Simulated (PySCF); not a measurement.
# Two-component Hartree-Fock for Ta⁴⁺ (tantalum, charge +4)

Start: [Xe] 4f14 5d1; 5d5/2 filled at m_j = +5/2. Calculated with PySCF 2.14 in x2c-TZVPPall-2c (11s11p10d3f1g, 124 functions): generalised Hartree-Fock with the X2C-1e Hamiltonian and a Gaussian nucleus; one run each with spin-orbit coupling (SO) screened by Boettger's factors, then bare. This is a chosen level, not necessarily the ground level.

| spinor shell | electrons | ε, screened SO (eV) | ε, bare SO (eV) | weight of nominal j (bare SO) | rms radius, bare SO (bohr) |
| --- | --- | --- | --- | --- | --- |
| 1s1/2 | 2 | -67799.2 | -67797.9 | 1.000 | 0.0211 |
| 2s1/2 | 2 | -11821.8 | -11821.4 | 1.000 | 0.0853 |
| 2p1/2 | 2 | -11279.2 | -11309.5 | 1.000 | 0.0724 |
| 2p3/2 | 4 | -10003.5 | -9993.4 | 1.000 | 0.0800 |
| 3s1/2 | 2 | -2802.1 | -2802.0 | 1.000 | 0.218 |
| 3p1/2 | 2 | -2561.3 | -2567.8 | 1.000 | 0.209 |
| 3p3/2 | 4 | -2281.8 | -2279.6 | 1.000 | 0.225 |
| 3d3/2 | 4 | -1879.9 | -1885.8 | 1.000 | 0.198 |
| 3d5/2 | 6 | -1819.5 | -1815.8 | 1.000 | 0.203 |
| 4s1/2 | 2 | -636.90 | -636.89 | 1.000 | 0.488 |
| 4p1/2 | 2 | -536.29 | -537.86 | 1.000 | 0.496 |
| 4p3/2 | 4 | -471.30 | -470.79 | 1.000 | 0.530 |
| 4d3/2 | 4 | -305.37 | -306.61 | 1.000 | 0.556 |
| 4d5/2 | 6 | -293.16 | -292.41 | 1.000 | 0.570 |
| 5s1/2 | 2 | -128.76 | -128.78 | 1.000 | 1.17 |
| 5p1/2 | 2 | -95.551 | -95.785 | 0.996 | 1.28 |
| 5p3/2 | 4 | -86.524 | -86.423 | 0.898 | 1.33 |
| 4f5/2 | 6 | -84.170 | -84.937 | 0.933 | 0.756 |
| 4f7/2 | 8 | -82.229 | -81.701 | 0.997 | 0.704 |
| 5d5/2 | 1 | -46.748 | -46.696 | 1.000 | 1.89 |

| quantity | screened SO | bare SO |
| --- | --- | --- |
| E (hartree) | -15607.42855 | -15608.56851 |
| M_J | 5/2 | 5/2 |
| ⟨J²⟩ | 8.755 | 8.755 |
| ⟨L²⟩ | 6.119 | 6.129 |
| ⟨S²⟩ | 0.867 | 0.877 |

Each row is a mean over spinors that exchange with the open shell spreads, by up to 3.986 eV (5p3/2).

Rows whose weight is well below 1 are mixtures of j = l ± 1/2: exchange outweighs spin-orbit coupling there, and the label is only the starting occupation.

Breit and QED terms are absent; they matter most for the inner s and p1/2 levels.

Densities and radii are taken from the X2C orbitals without a picture-change correction, which distorts them close to the nucleus.
